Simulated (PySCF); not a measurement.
From one molecule to another.

First species: C₇H₇NO₂.
Geometry (PBE0-D3(BJ)/def2-SVP, Å), atoms numbered from 1 in this order:
```xyz
17
C7H7NO2 angstrom
C      3.008   -0.084    0.018
C      1.633   -0.448    0.488
O      1.375   -1.230    1.357
O      0.711    0.237   -0.237
C     -0.648    0.110   -0.121
C     -1.331   -0.723    0.765
C     -2.727   -0.699    0.712
N     -3.443    0.056   -0.114
C     -2.769    0.844   -0.950
C     -1.381    0.911   -0.998
H      3.752   -0.513    0.699
H      3.118    1.008   -0.042
H      3.162   -0.485   -0.995
H     -0.803   -1.362    1.466
H     -3.291   -1.343    1.396
H     -3.365    1.464   -1.629
H     -0.861    1.568   -1.696
```

Second species: C4H4BF3O.
InChI=1S/C4H4BF3O/c1-2-3-5-9-4(6,7)8/h5H,1H3

Levels: CAM-B3LYP/def2-SVPD for dipole moment, HOMO energy, LUMO energy, HOMO–LUMO gap, static isotropic polarisability and electronic spatial extent ⟨r²⟩ about the centre of nuclear charge; TDDFT CAM-B3LYP/def2-SVPD for lowest singlet excitation; TDA CAM-B3LYP/def2-SVPD for lowest triplet excitation (Tamm–Dancoff); ΔSCF CAM-B3LYP/def2-SVPD for vertical ionisation energy; PBE0-D3(BJ)/def2-SVP for rotational constant A and rotational constant C. Geometries: PBE0-D3(BJ)/def2-SVP. Each species is one conformer at its optimised geometry, gas phase, non-relativistic unless stated; the electronic structure was computed with PySCF and density fitting.

Dipoles, sizes and rotational constants follow the conformer. The torsions of the flexible species, by atom-mapped SMILES:
- `[CH3:1][C:2](=[O:3])[O:4][c:5]1[cH:6][cH:7][n:8][cH:9][cH:10]1`: C1–C2–O4–C5 177°, C2–O4–C5–C6 1°
- `[CH3:1][C:2]#[C:3][BH:4][O:5][C:6]([F:7])([F:8])[F:9]`: C3–B4–O5–C6 -1°, B4–O5–C6–F7 -60°

Q: Which of the two has the higher HOMO energy, and by how much?

A: The first: -8.96 eV against -9.42 eV, a difference of 0.46 eV.

Q: Which of the two has the higher rotational constant C, and by how much?

A: The second: 0.808 GHz against 0.676 GHz, a difference of 0.132 GHz.

Q: Which of the two has the higher LUMO energy, and by how much?

A: The first: -0.02 eV against -0.68 eV, a difference of 0.66 eV.

Q: Which of the two has the higher S1 energy, and by how much?

A: The first: 5.17 eV against 4.55 eV, a difference of 0.62 eV.

Q: Which has the higher HOMO–LUMO gap?

A: The first: 8.94 eV against 8.74 eV, a difference of 0.20 eV.

Q: Which has the higher dipole moment?

A: The first: 3.48 D against 3.15 D, a difference of 0.33 D.

Q: Which of the two has the higher rotational constant A, and by how much?

A: The first: 3.881 GHz against 3.471 GHz, a difference of 0.410 GHz.

Q: Which of the two has the higher ⟨r²⟩, and by how much?

A: The first: 1613 bohr² against 1392 bohr², a difference of 221 bohr².

On the first: S1 lies 3.77 eV below the HOMO–LUMO gap; its leading configuration is HOMO→LUMO, weight 0.84. The principal polarisabilities are 57.5, 100.4 and 123.4 au; their mean is the isotropic value.

On the second: The ΔSCF ionisation energy exceeds −ε(HOMO) by 0.93 eV with CAM-B3LYP. S1 lies 4.19 eV below the HOMO–LUMO gap; its leading configuration is HOMO→LUMO, weight 0.97.
